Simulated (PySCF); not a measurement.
H2ISi, SMILES [SiH2]I (connectivity only; charge and spin as stated), charge +1, multiplicity 1.

The structure is a stationary point at B3LYP-D3(BJ)/def2-TZVP. The multiplicity is an assumed one; other spin states were not compared. The isomer is the one that the SMILES or the coordinates give; other isomers of the formula were not compared. The def2 effective core potentials stand for the cores of I; spin–orbit coupling is left out.

These are PBE/def2-TZVPD (PySCF) values and carry that method's errors.

Estimate the frontier levels, gap, dipole moment and polarisability. (The exact figures need the calculation; the answer reports its results.)


The highest occupied level is -12.74 eV and the lowest empty level is -9.99 eV. The orbital gap is 2.76 eV and the dipole moment about the centre of nuclear charge comes out as 4.73 D. The mean static polarisability is 53.5 bohr³ (7.92 Å³) and the polarisability, principal values is 39.8, 45.2, 75.4 bohr³.
